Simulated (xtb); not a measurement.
C2H5Si, SMILES [CH2][Si]C (connectivity only; charge and spin as stated), charge +1, multiplicity 1. All values are semi-empirical tight-binding results from xtb (GFN2-xTB unless named), good for trends rather than for accurate numbers. The structure is a stationary point at GFN2-xTB. The multiplicity is an assumed one; other spin states were not compared. The isomer is the one that the SMILES or the coordinates give; other isomers of the formula were not compared.

Computed properties:
* **point group as xtb finds it**: Cs
* **orbital gap**: 2.66 eV
* **zero-point energy**: 36.1 kcal/mol
* **G − E(el) at 298.15 K (modified RRHO)**: 18.7 kcal/mol
* **static polarisability (D4 model)**: 53.7 bohr³
* **solvation energy, GFN2-xTB/ALPB(water)**: -53.5 kcal/mol
* **solvation energy, GFN2-xTB/ALPB(acetonitrile)**: -47.7 kcal/mol
